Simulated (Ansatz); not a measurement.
Ideal-gas functions of F2H3SSi2 (`F[SiH]S[SiH2]F`) radical at 500 K and 1 bar, from an Ansatz frequency run at PBE0-D4/def2-TZVP.

Molar mass 129.26 g/mol, point group C1 (symmetry number 1), electronic degeneracy 2, moments of inertia 112.263, 384.081, 412.31 u Å². Harmonic wavenumbers (cm⁻¹, unscaled): 40, 49, 114, 225, 245, 495, 513, 591, 682, 744, 778, 869, 878, 913, 947, 2191, 2258, 2275.

Use S(trans) = R[1.5 ln M + 2.5 ln T − 1.1517]; rotational temperatures θ = 24.2544 K / I; S(rot) = R[ln(√π/σ · √(T³/θAθBθC)) + 1.5]; for each mode x = 1.438777 ν̃/T, S = R[x/(eˣ − 1) − ln(1 − e⁻ˣ)] and H = RT x/(eˣ − 1); 1 cm⁻¹ = 0.0119627 kJ/mol; R = 8.31446 J/(mol·K).

Q: By hand: the entropy, in J/(mol·K).

A: Translation 180.2. Rotation: θ = 0.216, 0.0631, 0.0588 K, giving 124.4. Vibration, mode by mode: 26.29, 24.61, 17.62, 12.07, 11.39, 6.04, 5.79, 4.83, 3.93, 3.41, 3.16, 2.57, 2.52, 2.33, 2.15, 0.11, 0.09, 0.09, in all 129.0. Electronic 5.8. Sum 439.4 J/(mol·K).

Q: By hand: H − E and G − E in kJ/mol, counted from the electronic energy.

A: Zero-point energy ½ × 14807 × 0.0119627 = 88.6; thermal vibration 29.6; translation, rotation and pV give 4 RT = 16.6. H − E = 134.8 kJ/mol, and G − E = 134.8 − 500 × 439.4/1000 = -84.9 kJ/mol.

Vibration gives 29 % of the entropy, 68.5 J/(mol·K) of it from the modes under 150 cm⁻¹: soft modes count most, and the harmonic formula is weakest for them. The sum counts one conformer and one mirror image; others add a mixing term.
